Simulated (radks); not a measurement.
Removal energies from the tin ion Sn6+, [Kr] 4d(3/2: 4, 5/2: 4), by Delta-SCF beside the eigenvalue of the level emptied. All-electron calculation, Dirac Kohn-Sham, relativistic LDA (MacDonald-Vosko exchange, VWN5 correlation), spin-unpolarised, spherical densities, finite nucleus; Fermi nuclear charge, rms radius of each element as measured or else 0.836 A^(1/3) + 0.57 fm. Program: a radial shooting solver on a logarithmic mesh with Libxc functionals. Sub-shells are occupied by j as written (lower j first in brackets).

removed from                                  final configuration  Delta-SCF (eV)  -eigenvalue (eV)
4d5/2                                     [Kr] 4d(3/2: 4, 5/2: 3)          116.47            106.15
4d3/2                                     [Kr] 4d(3/2: 3, 5/2: 4)          117.77            107.37
4p3/2         [Ar] 3d10 4s2 4p(1/2: 2, 3/2: 3) 4d(3/2: 4, 5/2: 4)          181.57            170.16
4p1/2         [Ar] 3d10 4s2 4p(1/2: 1, 3/2: 4) 4d(3/2: 4, 5/2: 4)          189.76            178.11
